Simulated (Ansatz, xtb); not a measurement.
## Two isomers of C5H6N2OSi

Structure a is `c1cc2c(cn1)N[SiH2]O2`, a singlet and structure b is `C#Cc1nccn1[SiH2]O`, a singlet. Both are isolated molecules in the gas phase, relaxed with PBE-D3(BJ)/def2-SVP; each stands in its lowest conformer found.

Task: Estimate E(b) − E(a) at the level CCSD(T)/def2-SVP + ΔMP2/def2-TZVPP.

Result: Calculated at CCSD(T)/def2-SVP + ΔMP2/def2-TZVPP: E(b) − E(a) = +31.9 kcal/mol, so structure a lies lower.

How the difference moves with the method:

```csv
level,geometry,E(b) − E(a) (kcal/mol),departure from the last row (kcal/mol),"job, with rough time for the two"
GFN2-xTB,GFN2-xTB,+41.4,+9.5,"optimisation, 0.55 s"
HF/STO-3G,GFN2-xTB,+66.8,+34.9,"single point, 0.52 s"
r2SCAN-D4/def2-SVP,GFN2-xTB,+45.2,+13.3,"single point, 5.2 s"
PBE-D3(BJ)/def2-SVP,PBE-D3(BJ)/def2-SVP,+42.9,+11.0,"optimisation, 44 s"
HF/def2-SVP,PBE-D3(BJ)/def2-SVP,+40.6,+8.7,part of the CCSD(T) run
MP2/def2-SVP,PBE-D3(BJ)/def2-SVP,+32.4,+0.5,part of the CCSD(T) run
CCSD(T)/def2-SVP,PBE-D3(BJ)/def2-SVP,+34.5,+2.5,single point
CCSD(T)/def2-SVP + ΔMP2/def2-TZVPP,PBE-D3(BJ)/def2-SVP,+31.9,,"single point, 2.6 min"
```

As drawn, b has 1 C≡C, 1 C–C, 2 C∷N, 1 O–H in place of 3 C∷C, 1 C–N, 1 C–O, 1 N–H (∷ is an aromatic bond). Structure a has a 5-membered ring and a 6-membered ring (with an aromatic ring), b a 5-membered ring (with an aromatic ring).

None of the levels shown reverses the order. The largest departure from CCSD(T)/def2-SVP + ΔMP2/def2-TZVPP is that of HF/STO-3G, 34.9 kcal/mol. The last row adds to CCSD(T) the change of the MP2 difference between the two basis sets, here −2.5 kcal/mol.

With thermal terms from frequencies at re-optimised GFN2-xTB minima (ideal gas, soft modes damped towards free rotors, one conformer each, 298.15 K, 1 atm): on the last row, ΔE + ΔZPE = +28.8, ΔH = +30.2, ΔG = +27.0 kcal/mol.

The correlated steps freeze 13 core orbitals. Programs: Ansatz 0.2.0, xtb 6.7.1; the last row on 4 threads of Arm Neoverse V1 on a shared host.
